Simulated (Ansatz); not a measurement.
`B[BH][GeH3]` + `COC#C[SiH3]` → `[SiH3]C#C[O][GeH3]` + `BBC`  (redistribution)

Gas-phase electronic energies from Ansatz, PBE0-D4/def2-TZVP geometries. CCSD(T)/CBS is the MP2 limit (def2-TZVPP, def2-QZVPP) plus CCSD(T) − MP2 in def2-TZVPP, frozen cores. DFT in def2-TZVPP. B3LYP here is the variant with VWN-RPA as its local correlation; programs differ in this. For Ge outer-core shells are correlated without core-valence functions, which leaves a few kJ/mol of doubt a bond. Scalar relativity is left out up to krypton.

| level | ΔE (kJ/mol) |
| --- | --- |
| B3LYP | -115.5 |
| SCS-MP2/def2-QZVPP | -127.6 |

Q: What does CCSD(T)/CBS give? (Estimate.)

A: Ansatz gave: -116.5 kJ/mol. The listed levels differ from it by 1.0, -11.1 kJ/mol.

Largest T1 diagnostic among the species: 0.013.

In def2-TZVPP, CCSD(T) changes the Hartree–Fock value by +13.2 kJ/mol (the triples alone add +1.5 kJ/mol) and MP2 by +3.2 kJ/mol. From PBE to PBE0 (25 % exact exchange), in def2-TZVPP and without D4, ΔE moves by −5.9 kJ/mol.
